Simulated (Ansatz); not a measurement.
CH6OSSi2 (`C1O[SiH2][SiH2]S1`) from Hartree–Fock to CCSD(T)

Z-matrix (Å, degrees):
```
C
S 1 1.848
O 1 1.392 2 114.3
H 1 1.094 2 108.2 3 124.6
H 1 1.091 2 104.7 3 -119.0
Si 2 2.139 1 97.2 3 -41.9
Si 3 1.663 1 119.9 2 48.8
H 6 1.488 2 114.0 1 -98.7
H 6 1.484 2 108.9 1 139.7
H 7 1.482 3 107.8 1 -147.8
H 7 1.489 3 110.7 1 92.9
```

Charge 0, multiplicity 1. Geometry: relaxed with PBE0-D4/def2-TZVP. Frozen core, restricted reference, Ansatz. CBS rows extrapolate triple and quadruple zeta; past MP2 they add the triple-zeta difference.

```
     basis      HF (Eh)  MP2 corr.  CCSD corr.       (T)  CCSD(T) total
  def2-SVP  -1091.26260   -0.63904    -0.69924  -0.02145    -1091.98329
def2-TZVPP  -1091.75180   -0.81638    -0.87160  -0.03793    -1092.66133
def2-QZVPP  -1091.78641   -0.88086           –         –              –
 CBS(def2)  -1091.79118   -0.92862    -0.98384     as TZ    -1092.81295
```
